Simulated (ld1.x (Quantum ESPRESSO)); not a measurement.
Reading a pseudo-wave (Ar)

Columns: radius, all-electron u(r) and pseudo u(r) of the 3s shell (level -24.29 eV) of argon in the configuration [Ne] 3s2 3p6; PBE, scalar-relativistic, TM scheme, ld1.x (Quantum ESPRESSO) 7.5.

```csv
r (bohr),all-electron,pseudo
0.050,0.2476,0.0373
0.100,0.0669,0.0741
0.150,-0.1757,0.1102
0.200,-0.3570,0.1451
0.250,-0.4485,0.1788
0.300,-0.4576,0.2111
0.350,-0.4032,0.2424
0.400,-0.3051,0.2736
0.450,-0.1806,0.3058
0.500,-0.0433,0.3405
0.550,0.0968,0.3796
0.600,0.2324,0.4247
0.650,0.3589,0.4770
0.700,0.4734,0.5368
0.750,0.5746,0.6027
0.800,0.6620,0.6712
0.850,0.7356,0.7374
0.900,0.7959,0.7960
0.950,0.8435,0.8435
1.000,0.8793,0.8793
1.050,0.9046,0.9046
1.100,0.9204,0.9204
1.150,0.9277,0.9277
1.200,0.9279,0.9279
1.250,0.9219,0.9219
1.300,0.9105,0.9105
```

(1) How many radial nodes do the two functions have?

(2) At about which radius was the pseudo-wave matched?

(3) Where does each function peak?

(4) Is the pseudo-wave norm-conserving?

Results:

(1) The all-electron 3s function has n − l − 1 = 2; the pseudo-wave has 0, since the states of the same l below it are removed with the core.

(2) 0.95 bohr, where the columns begin to agree (steps of 0.05 bohr).

(3) Outermost all-electron maximum near 1.20 bohr, pseudo maximum near 1.20 bohr (to the table’s step).

(4) Yes: the TM scheme keeps the norm inside the radius equal to the all-electron one, which fixes the energy derivative of the logarithmic derivative at the level.
